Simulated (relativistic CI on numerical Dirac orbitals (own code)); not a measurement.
# Tl34+: sensitivity of the levels to the model

Base calculation: Dirac-Coulomb-Breit CI, KLI orbitals optimised for each configuration, a model potential for QED, unscaled Slater integrals.

Configurations in the expansion (outside the closed core [Ar] 3d10): 4s²4p⁶4d¹⁰4f, 4s²4p⁶4d⁹4f², 4s²4p⁶4d¹⁰5s, 4s²4p⁵4d¹⁰4f², 4s²4p⁶4d¹⁰5p, 4s4p⁶4d¹⁰4f², 4s²4p⁶4d¹⁰5d, 4s²4p⁶4d⁹4f5s, 4s²4p⁶4d¹⁰5f, 4s²4p⁶4d⁹4f5p, 4s²4p⁶4d¹⁰5g, 4s²4p⁶4d¹⁰6s, 4s²4p⁶4d¹⁰6p, 4s²4p⁵4d¹⁰4f5s, 4s²4p⁶4d¹⁰6d, 4s²4p⁶4d⁹4f5f, 4s²4p⁶4d¹⁰6f, 4s²4p⁶4d¹⁰7s, 4s4p⁶4d¹⁰5s², 4s²4p⁶4d¹⁰7d, 4s²4p⁵4d¹⁰4f5d. Double excitations out of closed p, d and f shells are left out; levels of such configurations are missing from the list, as are those of other unlisted configurations, and high levels can miss mixing partners.

Variants: (1) QED terms removed; (2) only the first 3 configurations. Shifts of the energy above 4s²4p⁶4d¹⁰4f ²F°5/2, in cm⁻¹, for the lowest level and the first level of each name with at least 55 % of one term (blank where a level changes its place among those of its configuration and J or its character, or is not in the variant):

| Level | Base | Δ(1) | Δ(2) |
| --- | --- | --- | --- |
| 4s²4p⁶4d¹⁰4f ²F°5/2 | 0 | 0 | 0 |
| 4s²4p⁶4d¹⁰4f ²F°7/2 | 55113 | -200 | -1 |
| 4s²4p⁶4d⁹4f² ⁴F3/2 | 1828293 | +346 | -954 |
| 4s²4p⁶4d⁹4f² ⁴F9/2 | 1899243 | +166 | -1309 |
| 4s²4p⁶4d⁹4f² ⁴K15/2 | 1910949 | +180 | -1617 |
| 4s²4p⁶4d⁹4f² ⁴K17/2 | 1934437 | +102 | -1605 |
| 4s²4p⁶4d⁹4f² ²D3/2 | 1955056 | +190 | -695 |
| 4s²4p⁶4d¹⁰5s ²S1/2 | 1974080 | -5790 | +15863 |
| 4s²4p⁶4d⁹4f² ²F7/2 | 1981243 | +48 | -1306 |
| 4s²4p⁶4d⁹4f² ²L17/2 | 1981267 | +65 | -1589 |
| 4s²4p⁶4d⁹4f² ²I13/2 | 1985451 | +15 | -1181 |
| 4s²4p⁶4d⁹4f² ⁴I15/2 | 1986635 | +52 | -1593 |
| 4s²4p⁶4d⁹4f² ²K15/2 | 2046969 | +92 | -1532 |
| 4s²4p⁶4d⁹4f² ⁴K11/2 | 2080057 | -121 | -1583 |

At this charge energies of transitions that change n are usually good to better than 1 %, and those within a shell (Δn = 0) to a few per cent.

Ionisation energy from the two ground configurations alone: base 1331.55 eV. The NIST ASD value (theoretical) is 1350 eV.

LS names give the leading component of a level, which can be under half, so a name can repeat, a term be missing and a line seem to break the LS rules.
